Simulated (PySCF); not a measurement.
**SnH₃⁺ + 3 F₂ → SnF₃⁺ + 3 HF**

Level: PBE0 in the def2-TZVP basis family, computed in PySCF with density fitting; scalar-relativistic core potentials for atoms from Rb on, none lighter, no spin–orbit coupling; open shells unrestricted.

```csv
species,state and structure,ZPE (kJ/mol),H(298 K) − H(0) (kJ/mol),S° (J/(mol K))
SnH₃⁺,"singlet, D3h, Sn–H 1.686 Å (×3)",48.7,10.9,227.8
F₂,"singlet, D∞h, F–F 1.376 Å",6.6,8.7,201.9
SnF₃⁺,"singlet, D3h, Sn–F 1.838 Å (×3)",15.8,15.9,304.9
HF,"singlet, C∞v, H–F 0.920 Å",24.9,8.7,173.6
```

Question: Is the gas-phase reaction uphill or downhill in electronic energy at this level, and by how much?

Answer: At PBE0/def2-TZVP, ΔE = -1500.1 kJ/mol, downhill. 

Question: Add zero-point, thermal and entropy terms for 298.15 K and 1 bar.

Answer: ΔZPE = 22.0 and Δ[H(298) − H(0)] = 5.0 kJ/mol give ΔH° = -1473.1 kJ/mol. ΔS° = -7.8 J/(mol K), so ΔG° = -1473.1 − 298.15 × (-0.0078) = -1471 kJ/mol.

Only the bonding shown was studied: isomers, or loss of a ligand pair, can lie lower.
